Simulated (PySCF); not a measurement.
Electric field gradients and quadrupole coupling constants

C3H12AsGa.
Cartesian coordinates in Å at the PBE0-D3(BJ)/def2-SVP level; atoms count from 1:
```
atom  x, y, z in Å
C1     2.847    0.314    0.238
C2     1.611   -0.463   -0.192
C3     0.318    0.251    0.173
As4   -1.328   -0.674   -0.325
Ga5   -3.542    0.554    0.231
H6     3.769   -0.218   -0.039
H7     2.865    0.466    1.329
H8     2.880    1.308   -0.235
H9     1.640   -0.634   -1.282
H10    1.622   -1.465    0.271
H11    0.256    1.242   -0.305
H12    0.245    0.426    1.259
H13   -1.063   -2.043    0.265
H14   -1.012   -1.028   -1.762
H15   -3.236    1.850   -0.621
H16   -3.306    0.625    1.793
H17   -4.574   -0.498   -0.329
```

Field gradients from the PBE0/pcSseg-1 density (PySCF, non-relativistic), principal values in atomic units, ordered |Vxx| ≤ |Vyy| ≤ |Vzz|:

| atom | Vxx | Vyy | Vzz |
| --- | --- | --- | --- |
| As4 | 1.0389 | 1.1427 | -2.1816 |
| Ga5 | -1.3307 | -1.3987 | 2.7294 |

Task: Find the asymmetry η = (Vxx − Vyy)/Vzz and the couplings χ = eQV/h (234.96 MHz × Q in barn × V in au), with Q(75As) = 0.314 b, Q(69Ga) = 0.171 b.

Result: 
```json
{"atom": "As4", "environment": "arsenic bonded to C, Ga and 2 H", "nucleus": "75As", "η": "0.05", "χzz (MHz)": "-161.0", "χxx (MHz)": "76.7", "χyy (MHz)": "84.3"}
{"atom": "Ga5", "environment": "gallium bonded to As and 3 H", "nucleus": "69Ga", "η": "0.02", "χzz (MHz)": "109.7", "χxx (MHz)": "-53.5", "χyy (MHz)": "-56.2"}
```

The gradient is axial or nearly so (η below 0.05) at Ga5. 

Task: What is Vzz at As4 in SI units (1 au = 9.71736 × 10²¹ V/m²)?

Result: -2.1816 au = -21.200 × 10²¹ V/m².

Task: What couplings would deuterons (Q(2H) = 0.00286 b) have in place of the hydrogens, at this geometry?

Result: 
| atom | bonded to | bond length (Å) | Vzz (au) | η | χzz (kHz) |
| --- | --- | --- | --- | --- | --- |
| H6 | C1 | 1.100 | 0.2924 | 0.02 | 197 |
| H7 | C1 | 1.101 | 0.2895 | 0.03 | 195 |
| H8 | C1 | 1.101 | 0.2894 | 0.03 | 194 |
| H9 | C2 | 1.104 | 0.2821 | 0.04 | 190 |
| H10 | C2 | 1.103 | 0.2822 | 0.04 | 190 |
| H11 | C3 | 1.102 | 0.2839 | 0.03 | 191 |
| H12 | C3 | 1.102 | 0.2842 | 0.03 | 191 |
| H13 | As4 | 1.514 | 0.1543 | 0.06 | 104 |
| H14 | As4 | 1.514 | 0.1542 | 0.06 | 104 |
| H15 | Ga5 | 1.581 | 0.1070 | 0.07 | 72 |
| H16 | Ga5 | 1.581 | 0.1070 | 0.07 | 72 |
| H17 | Ga5 | 1.577 | 0.1082 | 0.06 | 73 |

Geometry: PBE0-D3(BJ)/def2-SVP, one conformer, isolated molecule. The calculation is non-relativistic, for gallium and arsenic too. The small basis limits the accuracy of the gradients.

The run behind these numbers computed NMR shieldings as well. Hardware: one thread, Arm Neoverse V2, no GPU, on a shared host. Cost: 24 s of wall time.
